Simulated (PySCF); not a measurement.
Checking a proposed structure

A compound C4H12OSi2 gives the data below (simulated from a calculation) and was assigned the structure `CC(=O)CC([SiH3])[SiH3]`.

13C{1H} NMR (computed): δ 179.6 (C), 96.1 (CH), 64.4 (CH2), 17.1 (CH3).

1H NMR (300 MHz, computed): δ 4.96 (q, 1H), 4.23 (s, 3H), 4.22 (d, 3H), 3.73 (q, 2H), 1.44 (t, 3H).

PySCF calculation with shieldings: GIAO PBE0/pcSseg-1 and structure optimised with GFN2-xTB; no solvent model, non-relativistic, rapidly exchanging positions averaged, a single conformation.

Scale: TMS for 1H and 13C (reference shieldings calculated alike).

(1) Compare with the shifts computed for the proposed structure, pairing carbons in order of shift.

(2) Which isomer fits?

## Answers

(1) Atom-mapped SMILES (the numbers label the heavy atoms): `[CH3:1][C:2](=[O:3])[CH2:4][CH:5]([SiH3:6])[SiH3:7]` (H(Xn): hydrogen on atom n).

| atom | computed for proposal | given list | difference |
| --- | --- | --- | --- |
| C2 | 219.2 | 179.6 | +39.6 |
| C4 | 45.6 | 96.1 | -50.5 |
| C1 | 31.8 | 64.4 | -32.6 |
| C5 | -3.0 | 17.1 | -20.1 |

The rms difference is 37.4 ppm and the largest -50.5 ppm at C4 (sp3 CH2 α to a carbonyl). The carbon types in order of shift don't match either: C, CH2, CH3, CH for the proposal against C, CH, CH2, CH3 in the data. The proposal doesn't fit.

(2) SMILES CCO/C([SiH3])=C/[SiH3].

- Carbon types of the structure: 1 × C, 1 × CH, 1 × CH2, 1 × CH3, leaving 6 H on heteroatoms.
- δC 179.6: alkene carbon bearing oxygen; an sp2 carbon further deshielded by the attached heteroatom.
- δC 96.1: β carbon of an enol-ether or enamine type C=C; the O or N lone pair pushes π density onto this β carbon and shields it.
- δC 64.4: sp3 CH2 bonded to O; the inductive effect lowers its shielding.
- δH 3.73: hydrogen on an sp3 CH2 bonded to O; its carbon carries O, an electronegative neighbour.

This is the structure that produced the data.

Shifts are as computed. Against solution values, carbons near 30 ppm lie about +3 ppm off and those near 130 ppm about +5 ppm. Of 1309 compounds with measured shifts, 239 miss one by over three times the rms of a fit or turn the order of signals round; such compounds aren't used in these exercises. No couplings were computed; multiplicities are counted from neighbouring protons, with m where these are inequivalent, close in shift, in a saturated or five-membered ring or joined by F or P, and br s for small geminal =CH2 splittings.
